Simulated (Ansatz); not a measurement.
Basis-set extrapolation for CH8O4Si2, SMILES `CO[Si](O)(O)O[SiH3]` (PBE0-D4/def2-TZVP geometry, frozen core, the Gaussian-basis code of Ansatz). Multiplicity 1, RHF reference.

```json
{"": "HF", "def2-TZVPP": "-920.292509", "def2-QZVPP": "-920.329015"}
{"": "MP2 correlation", "def2-TZVPP": "-1.357169", "def2-QZVPP": "-1.465499"}
{"": "CCSD(T) correlation", "def2-TZVPP": "-1.448864", "def2-QZVPP": "not run"}
```

Energies in hartree. Use E(X) = E(∞) + A·exp(−7.88·√X) for Hartree–Fock and E(X) = E(∞) + B·X^(−2.97) for correlation, with X = 3 and 4, and add CCSD(T) minus MP2 of the smaller set to the MP2 limit.

Task: What is the CCSD(T) energy at the basis-set limit?

Result: HF limit: -920.329015 + (-0.036506) × 0.13774 = -920.33404. MP2 limit: -1.465499 + (-0.108330) × 0.74074 = -1.54574. Higher-order term: -1.448864 − (-1.357169) = -0.09169. Total: -921.97147 hartree, 144.4 kcal/mol below CCSD(T)/def2-TZVPP.
